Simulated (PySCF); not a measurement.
## Radial density of K⁺ (potassium, charge +1)

PW91, [Ar], closed-shell 1S. Computed with PySCF 2.14 in aug-cc-pVQZ-X2C, with the spin-free X2C one-electron Hamiltonian (Gaussian nucleus).

| r (bohr) | 4πr²ρ (e/bohr) |
| --- | --- |
| 0.00162 | 0.1722 |
| 0.00272 | 0.4481 |
| 0.00458 | 1.137 |
| 0.00770 | 2.761 |
| 0.0130 | 6.216 |
| 0.0218 | 12.30 |
| 0.0367 | 19.57 |
| 0.0617 | 22.04 |
| 0.104 | 16.99 |
| 0.174 | 17.88 |
| 0.293 | 22.67 |
| 0.494 | 10.38 |
| 0.830 | 5.599 |
| 1.40 | 5.758 |
| 2.35 | 1.141 |
| 3.95 | 0.03283 |
| 11.2 | 2.750e-05 |

Densities and radii are taken from the X2C orbitals without a picture-change correction, which distorts them close to the nucleus.
